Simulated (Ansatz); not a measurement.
Compare A (`NB1CO1`) with its isomer B (`B1NCO1`).

Calculated with Ansatz (gas phase, PBE0-D4/def2-TZVP geometries, no zero-point term in ΔE). CCSD(T)/CBS is the MP2 limit (def2-TZVPP, def2-QZVPP) plus CCSD(T) − MP2 in def2-TZVPP, frozen cores. DFT in def2-TZVPP. Each species was taken in one conformer, which may not be the lowest.

**Question.** Which isomer does CCSD(T)/CBS put lower? Give the gap. (Best estimate.)

**Answer.** The calculation gave: A, by 2.3 kcal/mol.

**Question.** Give E(B) − E(A) in kcal/mol with LDA (SPW92), PBE0-D4, BLYP-D4, CCSD(T)/def2-SVP, CCSD/def2-TZVPP, CCSD(T)/def2-TZVPP, PBE-D4. (An estimate is asked.)

**Answer.** Computed: LDA (SPW92) 1.8, PBE0-D4 2.8, BLYP-D4 5.5, CCSD(T)/def2-SVP 0.5, CCSD/def2-TZVPP 2.1, CCSD(T)/def2-TZVPP 2.2, PBE-D4 4.3. None reverses the order clearly.

**Question.** Does the order hold for the free energy at 298.15 K (harmonic terms from PBE0-D4)? (Estimate.)

**Answer.** Computed: Yes: G(B) − G(A) = +1.8 kcal/mol, for one conformer each.

Largest T1 diagnostic: 0.014.

From PBE to PBE0 (25 % exact exchange), in def2-TZVPP and without D4, E(B) − E(A) moves by −1.5 kcal/mol. Leaving LDA and LC-ωPBE aside and taking each functional with its dispersion term where it has one, the values, not all of them listed here, spread over 3.8 kcal/mol, from PBE-QIDH to B97M-V. LDA lies −2.7 kcal/mol from PBE without D4.
